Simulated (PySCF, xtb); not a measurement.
AsH4Si, SMILES [SiH3][AsH], multiplicity 2.

Geometry optimised at PBE0-D3(BJ)/def2-TZVP. The isomer is the one that the SMILES or the coordinates give; other isomers of the formula were not compared.

The numbers are results of PySCF with C-PCM-ωB97X/def2-SVP, not measurements.

The values are the electrostatic part of the solvation free energy, E(continuum) − E(gas) at the gas-phase geometry, in a cavity of scaled van der Waals radii (PySCF's table); cavitation and dispersion terms are not included. The dipole moment in vacuum is 0.46 D.

Computed values in water (ε = 78.36), N,N-dimethylformamide (ε = 37.22), tetrahydrofuran (ε = 7.43):
```
solvent                    ε  ΔG(elec) (kcal/mol)  dipole (D)
---------------------  -----  -------------------  ----------
water                  78.36                 -0.5        0.66
N,N-dimethylformamide  37.22                 -0.5        0.65
tetrahydrofuran         7.43                 -0.4        0.62
```

For comparison, GFN2-xTB/ALPB(water) (xtb, at the GFN2-xTB geometry, all terms of that model) gives -1.0 kcal/mol.
